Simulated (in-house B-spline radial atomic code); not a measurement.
Orbital energies and mean radii along the 61-electron series, configuration [Kr] 4d10 4f13 5s2. The effective charge is n√(-2ε), a non-relativistic measure. Computed with a radial B-spline atomic code at the basis-set limit: non-relativistic Hartree-Fock, average of the configuration, point nuclei.

This level leaves out relativity, spin-orbit splitting included, which matters for heavy ions.

```tsv
ion	Z	energy of 4s (Eh)	mean radius of 4s (bohr)	energy of 5s (Eh)	mean radius of 5s (bohr)	energy of 4d (Eh)	mean radius of 4d (bohr)	effective charge of 4s
Ta12+	73	-26.69	0.49515	-9.4107	1.0805	-17.494	0.5193	29.224
W13+	74	-28.591	0.48575	-10.45	1.0459	-19.139	0.50683	30.248
Re14+	75	-30.567	0.47662	-11.534	1.0136	-20.857	0.49489	31.275
Os15+	76	-32.615	0.46778	-12.662	0.98343	-22.645	0.48344	32.306
Ir16+	77	-34.735	0.45921	-13.834	0.95515	-24.503	0.47248	33.339
```

Question: How does the screening of 4s change?

Answer: Z less the effective charge goes from 43.78 at Z = 73 to 43.66 at Z = 77.
